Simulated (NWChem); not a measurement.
# C4H2ClF; SMILES C(#C)/C(Cl)=C\F

```xyz
8

C      2.3738     0.8314     0.0000
C      1.2327     0.4296     0.0000
C     -0.0884    -0.0708     0.0000
Cl    -0.3003    -1.8231     0.0000
C     -1.1929     0.6894     0.0000
F     -1.1126     2.0230     0.0000
H      3.3740     1.2013     0.0000
H     -2.2067     0.3062     0.0000
```
Atoms are numbered in this order, from 1.

Results from NWChem. Pople sets run with spherical d functions. Structure relaxed at the B3LYP/6-31G* (spherical d) level. Total energies compare along this basis series because the functional is fixed.

| level | basis functions | energy (Ha) | highest occupied level (eV) | orbital gap (eV) | dipole (D) |
|---|---|---|---|---|---|
| PBE/STO-3G | 36 | -704.7121 | -3.61 | 4.28 | 1.84 |
| PBE/3-21G | 62 | -709.4716 | -5.83 | 4.04 | 0.79 |
| PBE/6-31G* | 92 | -713.0552 | ? | ? | ? |
| PBE/6-311G** | 128 | -713.1646 | -6.05 | 3.92 | 0.48 |

**Question.** Complete the blanks.

**Answer.** 
- PBE/6-31G*, highest occupied level (eV): -5.75
- PBE/6-31G*, orbital gap (eV): 3.96
- PBE/6-31G*, dipole (D): 0.62
